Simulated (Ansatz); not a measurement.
`[CH3][Ge]([NH2])([F])[SH]` → C• + F• + Ge• + 6 H• + N• + S•  (atomization)

Calculated with Ansatz (gas phase, PBE0-D4/def2-TZVP geometries, no zero-point term in ΔE). CCSD(T)/CBS is the MP2 limit (def2-TZVPP, def2-QZVPP) plus CCSD(T) − MP2 in def2-TZVPP, frozen cores. This one scheme is used for every species, atoms too. Functionals use def2-TZVPP. B3LYP here is the variant with VWN-RPA as its local correlation; programs differ in this. Open shells (•) are unrestricted, without spin–orbit coupling. Spin–orbit coupling would lower the free atoms: a little for C, F, S; clearly for Ge. Bonds to Ge are less sure, by a few kJ/mol each and by 10 to 20 or more in all where they break to atoms, as the def2 sets lack core-valence functions. Scalar relativity is left out up to krypton. Each species was taken in one conformer, which may not be the lowest.

`[CH3][Ge]([NH2])([F])[SH]`:

Cartesian coordinates in Å:
```
C -0.283 1.143 0.909
Ge 0.395 -0.345 -0.132
N 0.087 -0.445 -1.916
F 2.127 -0.177 -0.051
S -0.251 -2.300 0.661
H 0.071 1.068 1.938
H 0.083 2.076 0.478
H -1.373 1.144 0.900
H 0.492 0.288 -2.480
H -0.863 -0.632 -2.200
H -0.484 -1.821 1.893
```

```tsv
level	ΔE (kJ/mol)	difference from CCSD(T)/CBS
PBE-D4	3870.6	44.9
B3LYP-D4	3796.6	-29.1
ωB97X-V	3834.6	8.9
ωB97M-V	3818.2	-7.5
PBE	3845.9	20.2
r2SCAN	3807.4	-18.3
PBE0	3776.7	-49.0
MP2/def2-TZVPP	3779.4	-46.3
CCSD/def2-TZVPP	3662.0	-163.7
CCSD(T)/def2-TZVPP	3723.3	-102.4
HF/def2-QZVPP	2689.2	-1136.5
MP2/def2-QZVPP	3839.9	14.2
SCS-MP2/def2-QZVPP	3835.2	9.5
HF/CBS(def2)	2689.9	-1135.8
MP2/CBS(def2)	3881.9	56.2
CCSD/CBS(def2)	3764.4	-61.3
CCSD(T)/CBS	3825.7	0
```

Largest T1 diagnostic among the species: 0.011.

The D4 term adds +39.9 kJ/mol with B3LYP and +21.1 kJ/mol with PBE0; it sums over pairs of atoms, weighted by their polarisabilities, and B3LYP, whose exchange is more repulsive, gets the larger term. From PBE to PBE0 (25 % exact exchange), in def2-TZVPP and without D4, ΔE moves by −69.1 kJ/mol: exact exchange takes away binding that semilocal exchange gives to molecules.

For atomizations the MP2-based limit and the directly extrapolated one differ by several kJ/mol either way, and by 10 to 25 for some Ge, Se and Sn compounds, so smaller differences from it don't rank the levels.
